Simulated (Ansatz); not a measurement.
The first iterations of a band of BF2HO + H2 (7 atoms, charge 0, multiplicity 1).

Computed with Ansatz, RKS PBE-D4/def2-SVP.

| Item | Value |
| --- | --- |
| movable images | 9 |
| climbing image | yes |
| spring | 5.0 eV/Å² |
| optimiser | quadratic models (default) |
| start path | through a guess of the saddle point |
| force threshold | 0.05 eV/Å |
| iteration limit | 60 |
| end points | relaxed |

Initial state:

```xyz
7
Properties=species:S:1:pos:R:3
B -0.117 -0.486 -0.120
F -0.012 -0.769 1.187
O 0.954 -0.494 -0.949
H 1.778 -0.709 -0.477
F -1.320 -0.204 -0.611
H 0.222 2.361 0.802
H 0.214 1.875 1.397
```

Final state:

```xyz
7
Properties=species:S:1:pos:R:3
B 0.090 0.417 -0.385
F -0.022 0.041 2.140
O 1.309 -0.100 -0.653
H 1.253 -1.006 -1.014
F -1.039 -0.229 -0.704
H 0.031 1.551 0.063
H 0.097 0.901 1.781
```

| iteration | highest image above the first end (eV) | largest band force component (eV/Å) |
| --- | --- | --- |
| 1 | 3.158 | 9.505 |
| 2 | 2.055 | 1.943 |
| 3 | 2.134 | 1.689 |
| 4 | 2.063 | 1.280 |
| 5 | 2.001 | 0.762 |
| 6 | 1.977 | 0.600 |
| 7 | 1.860 | 0.673 |

Question: Does the band converge within its limit, and where does its top end?

Answer: The run converged. It ended after 22 iterations with the highest image 1.874 eV above the first end. The profile has 2 maxima (images 2, 7) with wells between them (image 4): this band takes more than one step, which may be the mechanism or a detour left from its start path. Neighbouring images differ by up to 1.2 eV, so the band resolves the path poorly. A vibrational analysis at the climbing image gives one clearly imaginary mode, 974i cm⁻¹: a first-order saddle point. The orbitals stay closed-shell, which can raise the energy where a bond breaks towards radicals; this wasn't checked here.

Run time: 5 min on 1 thread of Arm Neoverse V1, on a shared host, peak memory 0.12 GiB.
